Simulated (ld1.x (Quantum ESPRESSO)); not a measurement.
**Which change was made? (Si, TM)**

silicon (Si), norm-conserving Troullier–Martins (Kleinman–Bylander form), made with ld1.x (Quantum ESPRESSO) 7.5 (PBE, non-relativistic). Core [He], reference 2s2 2p6 3s1.75 3p2.25. Waves: 2s (bound): rc 0.75 bohr; 2p (bound): rc 0.50 bohr. Local part: all-electron potential smoothed inside 0.50 bohr (lloc = -2). Core correction: none.

Occupied shells without a wave of their own: 3p, 3s. They enter only through the test configuration that unscreens the potential.

Cutoffs, loose and tight: the cutoffs (Ry, on a coarse ladder) from which the occupation-weighted sum of valence levels, in a spherical-Bessel basis at the reference potential, stays within 10 and 1 mRy of its value at 400 Ry. They do not see the model core or the augmentation charge, which bear on the density cutoff. Test errors are all-electron minus pseudo excitation energies from the reference, over the configurations 2s2 2p6 3s2 3p2; 2s2 2p6 3s2 3p1; 2s2 2p6 3s2 3p0; 2s2 2p5 3s2 3p2; 2s2 2p6 3s2 3p1.5; 2s2 2p6 3s2 3p2.3; 2s2 2p6 3s0 3p0; variants that change the core or the reference have their own tests.

The base gives: outcome: generated; bound ghosts: none; largest test error (meV): -291.

(1) After one change the result is: outcome: generated; bound ghosts: none; largest test error (meV): +656. Which change was it?
A. local potential all-electron potential smoothed inside 0.78 bohr (lloc = -2)
B. local potential all-electron potential smoothed inside 0.66 bohr (lloc = -2)
C. local potential all-electron potential smoothed inside 0.30 bohr (lloc = -2)
D. local potential all-electron potential smoothed inside 0.86 bohr (lloc = -2)
E. local potential all-electron potential smoothed inside 0.54 bohr (lloc = -2)

Results:

(1) D. The others give: local potential all-electron potential smoothed inside 0.30 bohr (lloc = -2) → outcome: generated; bound ghosts: none; largest test error (meV): -448 | local potential all-electron potential smoothed inside 0.78 bohr (lloc = -2) → outcome: generated, misses its reference levels by 0.18 eV; bound ghosts: none; largest test error (meV): +396 | local potential all-electron potential smoothed inside 0.66 bohr (lloc = -2) → outcome: generated, misses its reference levels by 0.44 eV; bound ghosts: none; largest test error (meV): +1787 | local potential all-electron potential smoothed inside 0.54 bohr (lloc = -2) → outcome: generated; bound ghosts: none; largest test error (meV): -201.
